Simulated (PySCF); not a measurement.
Cartesian coordinates (Å):
```xyz
3

Cd     0.0000     0.0000     0.0000
Cl     1.1573    -0.6271     1.8731
Cl    -1.1573     0.6272    -1.8731
```
Charge 0, multiplicity 1.

Task: Give the HOMO–LUMO gap, total energy and charge on the central atom (Mulliken) at the level PySCF 2.14.0 with TPSSh-D3(BJ)/def2-TZVP // TPSS-D3(BJ)/def2-SVP.

Result: 
| Quantity | Value |
|---|---|
| HOMO–LUMO gap | 5.43 eV |
| total energy | -29612.95 eV |
| charge on the central atom (Mulliken) | 0.81 e |
